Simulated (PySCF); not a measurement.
Ge2H6O. Atoms are numbered in the order given.

```xyz
9

Ge     1.6020     0.0000    -0.0684
O      0.0000     0.0000     0.7538
Ge    -1.6020     0.0000    -0.0684
H      2.6426     0.0000     1.0765
H      1.7354    -1.2744    -0.9521
H      1.7354     1.2744    -0.9521
H     -1.7354     1.2744    -0.9521
H     -2.6426     0.0000     1.0765
H     -1.7354    -1.2744    -0.9521
```
Charge 0, spin multiplicity 1.

Coordinates come from a PBE-D3(BJ)/def2-SVP optimisation.

These are PBE-D3(BJ)/def2-SVP run with PySCF 2.14.0 values and carry that method's errors.

Frequencies are harmonic and unscaled.

Computed harmonic wavenumbers and intensities:
```csv
mode,ν (cm⁻¹),IR (km/mol),moving atoms (share of kinetic energy)
1,53,2.2,"H 60 %, O 37 %"
2,69,0.0,H 99 %
3,109,0.4,"Ge 64 %, O 24 %, H 12 %"
4,459,2.4,"O 45 %, Ge 38 %, H 18 %"
5,593,0.1,H 92 %
6,595,0.0,H 95 %
7,626,69.1,"H 83 %, O 13 %"
8,655,64.4,"H 73 %, O 22 %"
9,769,653.3,"H 52 %, O 36 %, Ge 12 %"
10,832,0.0,H 99 %
11,837,88.4,H 99 %
12,841,6.3,H 98 %
13,842,44.4,H 98 %
14,868,56.2,H 97 %
15,889,0.3,"O 50 %, H 49 %"
16,2051,43.9,H 99 %
17,2059,0.0,H 98 %
18,2062,100.4,H 99 %
19,2066,280.7,H 98 %
20,2107,97.9,H 99 %
21,2109,119.8,H 99 %
```
